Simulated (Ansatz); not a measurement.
Consider the substitution at a C–Si bond: `C=C[SiH](F)[SiH2]F` + `[NH2][GaH2]` → `C=C[NH][GaH2]` + `F[SiH2][SiH2]F`.

Program: Ansatz. Geometries: PBE0-D4/def2-TZVP. ΔE: electronic, gas phase. CCSD(T)/CBS adds triple-zeta CCSD(T) − MP2 to the extrapolated MP2 energy (def2 sets, frozen cores). This one scheme is used for every species. Functionals use def2-TZVPP. B3LYP here is the variant with VWN-RPA as its local correlation; programs differ in this. For Ga outer-core shells are correlated without core-valence functions, which leaves a few kJ/mol of doubt a bond. Scalar relativity is left out up to krypton. Each species was taken in one conformer, which may not be the lowest.

Is it downhill or uphill in electronic energy at CCSD(T)/CBS, and by how much? (An estimate is asked.)

Ansatz gave: Uphill: ΔE = +10.4 kcal/mol.

What do these levels give: PBE-D4, B3LYP-D4, ωB97X-V, PBE, r2SCAN, HF/def2-TZVPP, MP2/def2-TZVPP, CCSD/def2-TZVPP, CCSD(T)/def2-TZVPP, HF/def2-QZVPP, MP2/def2-QZVPP, CCSD/CBS(def2)? (Estimate.)

Computed: PBE-D4 7.4, B3LYP-D4 8.1, ωB97X-V 9.0, PBE 7.0, r2SCAN 8.2, HF/def2-TZVPP 8.6, MP2/def2-TZVPP 9.5, CCSD/def2-TZVPP 9.6, CCSD(T)/def2-TZVPP 9.6, HF/def2-QZVPP 8.7, MP2/def2-QZVPP 10.0, CCSD/CBS(def2) 10.5 kcal/mol.

Largest T1 diagnostic among the species: 0.014.

From PBE to PBE0 (25 % exact exchange), in def2-TZVPP and without D4, ΔE moves by +0.8 kcal/mol. In def2-TZVPP, CCSD(T) changes the Hartree–Fock value by +0.9 kcal/mol (the triples alone add −0.1 kcal/mol) and MP2 by +0.9 kcal/mol.
